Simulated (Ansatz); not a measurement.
Molecule: LaF2, net charge 1, singlet state. SMILES of the parent species: [F][La][F]

Atoms: La1, F2, F3. Bonds: La1-F2, La1-F3.

Bond lengths (Å) and angles (degrees) optimised at HF/6-31G* with LANL2DZ past Ar with Ansatz (a program for electronic structure); PBE/6-31G* with LANL2DZ past Ar with Ansatz; MP2/6-31G* with LANL2DZ past Ar with Ansatz, each started from the B3LYP-D3(BJ)/def2-TZVP structure (Ansatz) of the last column. A row stands for all coordinates that are equal there. 6-31G* holds six Cartesian d functions. No wavenumbers were computed at PBE/6-31G* with LANL2DZ past Ar, MP2/6-31G* with LANL2DZ past Ar, so these may be saddle points.

```json
[
 {"coordinate": "La1-F2", "HF/6-31G* with LANL2DZ past Ar": "2.062", "PBE/6-31G* with LANL2DZ past Ar": "2.065", "MP2/6-31G* with LANL2DZ past Ar": "2.074", "B3LYP-D3(BJ)/def2-TZVP": "2.069"},
 {"coordinate": "F2-La1-F3", "HF/6-31G* with LANL2DZ past Ar": "111.3", "PBE/6-31G* with LANL2DZ past Ar": "102.9", "MP2/6-31G* with LANL2DZ past Ar": "106.7", "B3LYP-D3(BJ)/def2-TZVP": "109.6"}
]
```

Mean signed difference of all 2 bond lengths from B3LYP-D3(BJ)/def2-TZVP: HF/6-31G* with LANL2DZ past Ar -0.007 Å, PBE/6-31G* with LANL2DZ past Ar -0.004 Å, MP2/6-31G* with LANL2DZ past Ar 0.005 Å.
